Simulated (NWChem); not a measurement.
Two isomers of C2H6BClO, each optimised at PBE0/def2-SVP with NWChem. Flexible species stand in one conformer each, which need not be the lowest. 

A: CCOBCl
B: B(OC)(C)Cl

Task: Which is lower in energy, by how much, and how do their other properties compare?

Result: B is lower by 7.4 kcal/mol in electronic energy; with zero-point energies, B − A = -7.8 kcal/mol.
```tsv
	A	B
highest occupied level (eV)	-8.55	-8.34
orbital gap (eV)	8.57	8.81
dipole (D)	2.80	3.05
highest harmonic frequency (cm⁻¹)	3171	3171
zero-point energy (kcal/mol)	53.7	53.3
```
